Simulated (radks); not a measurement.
Kr IX, 28 electrons, occupied as [Ar] 3d10. All-electron calculation, scalar-relativistic Kohn-Sham, exchange-only LDA, spin-polarised, spherical densities, point nucleus. Program: a radial shooting solver on a logarithmic mesh with Libxc functionals. Some entries of the table are withheld. Estimate them.

orbital  occ.  eigenvalue (eV)  r(max) (bohr)
1s          2        -14273.56            (1)
2s          2        -1996.689         0.1544
2p          6              (2)         0.1234
3s          2        -395.2348            (3)
3p          6        -326.9266            (4)
3d         10        -213.2245         0.4075

Answer. 
(1) 1s r(max) (bohr): 0.02711
(2) 2p eigenvalue (eV): -1782.976
(3) 3s r(max) (bohr): 0.4667
(4) 3p r(max) (bohr): 0.4622
